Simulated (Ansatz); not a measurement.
`[OH][Ga]([F])[F]` and `[F][Ga]([F])[O][SiH3]` differ in one atom or group.

Ansatz, PBE0-D4/def2-TZVP geometries, multiplicity 1. Each molecule was computed in one conformer, which needn't be the lowest.

Scalar relativity is left out up to krypton.

```json
{"property": "size of the dipole moment (ωB97M-V/def2-TZVPP) / D", "`[OH][Ga]([F])[F]`": "2.02"}
{"property": "HOMO energy (PBE/def2-TZVPP) / eV", "`[OH][Ga]([F])[F]`": "-8.24"}
{"property": "LUMO energy (PBE0/def2-TZVPP) / eV", "`[OH][Ga]([F])[F]`": "-1.78"}
{"property": "HOMO energy (ωB97M-V/def2-TZVPP) / eV", "`[OH][Ga]([F])[F]`": "-12.49"}
{"property": "LUMO energy (PBE/def2-TZVPP) / eV", "`[OH][Ga]([F])[F]`": "-2.78"}
{"property": "HOMO–LUMO gap (B3LYP/def2-TZVPP) / eV", "`[OH][Ga]([F])[F]`": "7.53"}
```

(1) Give the same properties after the change, and the shifts. (Estimate.)

Answers

(1) Ansatz gave: 
```csv
property,`[F][Ga]([F])[O][SiH3]`,shift
size of the dipole moment (ωB97M-V/def2-TZVPP) / D,1.40,-0.62
HOMO energy (PBE/def2-TZVPP) / eV,-7.81,0.43
LUMO energy (PBE0/def2-TZVPP) / eV,-1.96,-0.18
HOMO energy (ωB97M-V/def2-TZVPP) / eV,-11.55,0.94
LUMO energy (PBE/def2-TZVPP) / eV,-2.96,-0.18
HOMO–LUMO gap (B3LYP/def2-TZVPP) / eV,6.72,-0.81
```

With PBE0 the HOMO rises by 0.74 eV and the LUMO falls by 0.18 eV, so the gap narrows by about 0.92 eV. PBE moves the HOMO by 0.43 eV and ωB97M-V by 0.94 eV. The zero-point energy changes by 41.4 kJ/mol with +9 modes. Dipoles are sizes alone; their direction can turn.

B3LYP here is the variant with VWN-RPA as its local correlation; programs differ in this.
